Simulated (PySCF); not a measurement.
Predicted microwave data (PBE0-D3(BJ)/def2-SVP geometry optimisation, gas phase (PySCF)) for one isomer of C2H10NPSi2:

```
Rotational constants : A = 3753, B = 1083, C = 938.2 MHz
Dipole components    : |μa| = 0.73 D, |μb| = 0.76 D, |μc| = 0.16 D
Inertial defect      : -62.52 u·Å²
κ                    : -0.90
```

Problem. Which candidate fits, each taken in the one conformer that was computed?
A. `[CH2:1]=[CH:2][SiH2:3][NH:4][SiH2:5][PH2:6]` with C1–C2–Si3–N4 -121°, C2–Si3–N4–Si5 -129°, Si3–N4–Si5–P6 127°, N4–Si5–P6–H -177° and -82°
B. `[PH2:1][Si@@H:2]1[CH2:3][CH2:4][SiH2:5][NH:6]1` with H–P1–Si2–C3 32° and -62°, P1–Si2–C3–C4 -147°, Si2–C3–C4–Si5 37°, C3–C4–Si5–N6 -30°, C4–Si5–N6–Si2 10°

Solution. B. It is P[Si@@H]1CC[SiH2]N1, an asymmetric top, point group C1. The candidates at the same level (rigid rotor, commonest isotopes):

| SMILES | A (MHz) | B (MHz) | C (MHz) | μa (D) | μb (D) | μc (D) | Δ (u·Å²) | point group | rotor |
| --- | --- | --- | --- | --- | --- | --- | --- | --- | --- |
| P[Si@@H]1CC[SiH2]N1 | 3753 | 1083 | 938.2 | 0.73 | 0.76 | 0.16 | -62.52 | C1 | asymmetric top |
| C=C[SiH2]N[SiH2]P | 4007 | 683.2 | 609.1 | 0.77 | 0.38 | 0.04 | -36.20 | C1 | near-prolate asymmetric top |

`C=C[SiH2]N[SiH2]P` has B 37 % too low. No structure here is proved a minimum.
